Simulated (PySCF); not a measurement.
Zn(SeH)2 (H2Se2Zn), SMILES [SeH][Zn][SeH].

The structure is a stationary point at B3LYP-D3(BJ)/def2-SVP. Other conformers were not sampled.

Two levels are set side by side: PBE/def2-TZVPD (PySCF) and PBE0/def2-TZVPD (PySCF). Same geometry, gas phase. Differences are taken from unrounded values.

| quantity | PBE0 |
|---|---|
| orbital gap (eV) | 5.87 |
| highest occupied level (eV) | -7.18 |
| lowest empty level (eV) | -1.32 |
| dipole moment (D) | 0.61 |
| mean polarisability (bohr³) | 89.5 |

**Question.** What does PBE give, and how far is it from PBE0? (Estimate from the structure and the level; the computed values follow.)

**Answer.** 
```csv
quantity,PBE,PBE minus PBE0
orbital gap (eV),3.97,-1.89
highest occupied level (eV),-6.08,1.10
lowest empty level (eV),-2.11,-0.79
dipole moment (D),0.56,-0.05
mean polarisability (bohr³),94.1,4.6
```

Without exact exchange PBE keeps part of each electron's self-repulsion, which lifts occupied levels and narrows the gap. Loosely held outer electrons make PBE densities more polarisable. Differences between two approximate levels are no errors against the true value.

Rough cost on one machine, each run with all the roots and properties that it gave: PBE0 against PBE within a factor of 2.
